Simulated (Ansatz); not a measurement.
C$_{2}$H$_{10}$GeSi, SMILES `C[CH2][GeH2][SiH3]`, relaxed with RKS PBE0-D4/def2-TZVP in Ansatz 0.2.0 from a PBE-D4/def2-SVP geometry. The force threshold is 0.005 eV/Å; the program also tests the step.

Total charge 0; spin multiplicity 1.

Start:

```xyz
14

C    -1.151   -0.015   -1.545
C     0.367    0.058   -1.363
Ge    0.919    0.772    0.403
Si    0.152   -0.651    2.172
H    -1.625    0.983   -1.437
H    -1.628   -0.684   -0.798
H    -1.425   -0.402   -2.549
H     0.833   -0.943   -1.476
H     0.830    0.709   -2.134
H     2.469    0.897    0.465
H     0.319    2.197    0.587
H     0.728   -2.034    2.008
H    -1.350   -0.766    2.148
H     0.562   -0.122    3.521
```

Q: By how much does the energy fall, and how many steps does the optimiser take? (Estimate.)

A: The calculation gave: 0.94 kcal/mol, in 4 steps.

Q: Which bonds change most? (Estimate.)

A: Ansatz gave: Si4–H13 from 1.507 to 1.488 Å; Si4–H12 from 1.507 to 1.489 Å; Si4–H14 from 1.506 to 1.487 Å; C1–H6 from 1.110 to 1.093 Å.

Q: Give the relaxed structure. (Estimate.)

A: Computed: 
```xyz
14

C    -1.142   -0.016   -1.533
C     0.368    0.061   -1.360
Ge    0.909    0.761    0.397
Si    0.146   -0.648    2.160
H    -1.609    0.965   -1.421
H    -1.600   -0.680   -0.794
H    -1.411   -0.396   -2.523
H     0.826   -0.924   -1.481
H     0.813    0.709   -2.120
H     2.446    0.882    0.467
H     0.320    2.176    0.581
H     0.713   -2.015    2.002
H    -1.338   -0.759    2.141
H     0.559   -0.116    3.486
```
